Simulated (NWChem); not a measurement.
Species: AlN2H5; SMILES [NH2][AlH][NH2]

```xyz
8

Al     0.0000     0.0000    -0.4903
H      0.0000     0.0000    -2.0747
N     -1.5438    -0.0001     0.3866
H     -2.4480     0.0029    -0.0712
H     -1.6712    -0.0036     1.3918
N      1.5438     0.0001     0.3866
H      1.6712     0.0036     1.3918
H      2.4480    -0.0029    -0.0712
```
Atoms are numbered in this order, from 1.

All runs: NWChem. Pople sets run with spherical d functions. Coordinates come from a PBE0/def2-SVP optimisation. GIAO values for the isolated, static molecule; σ is the absolute isotropic shielding, δ = σ(reference) − σ with the isolated reference molecule computed at the same levels (1H: tetramethylsilane, 15N: ammonia).

For level PBE0/pcSseg-1:

```
Item         Value
-----------  -----
σ Al1 (ppm)  399.5
δ H2 (ppm)    4.10
δ H4 (ppm)    0.49
δ H5 (ppm)    0.36
```

Task: What are these values for level B3LYP/6-31G*?

Result: 
* **σ Al1 (ppm)**: 451.1
* **δ H2 (ppm)**: 4.78
* **δ H4 (ppm)**: -0.06
* **δ H5 (ppm)**: -0.22
